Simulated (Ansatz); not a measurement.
In₄Sb₄H₁₄, a cluster cut from wurtzite InSb (hydrogen-capped). Total charge 0; singlet. Geometry r2SCAN-D4/def2-SVP, basis def2-TZVP, Ansatz.

```csv
run,HOMO (eV),LUMO (eV)
A,-6.24,-2.25
B,-5.89,-2.30
C,-5.94,-2.40
D,-6.83,-1.68
E,-9.09,0.17
F,-6.15,-2.19
```

In the def2 sets In, Sb take a core potential; there is no spin–orbit coupling. LC-ωPBE has ω = 0.4 bohr⁻¹. Single mean-field runs in def2-TZVP are fitted with def2-universal-jkfit.

**Question.** The runs used B97M-V, LC-ωPBE, PBE, PBE0, r2SCAN, revPBE. Estimate which is which.

**Answer.** A B97M-V (0 % exact exchange); B revPBE (0 % exact exchange); C PBE (0 % exact exchange); D PBE0 (25 % exact exchange); E LC-ωPBE (range-separated); F r2SCAN (0 % exact exchange). Exact exchange lowers occupied and raises empty levels; among semilocal functionals meta-GGAs tend to open the gap a little, and such runs are hard to tell apart. The gap grows from 3.54 eV (PBE) to 9.26 eV (LC-ωPBE).
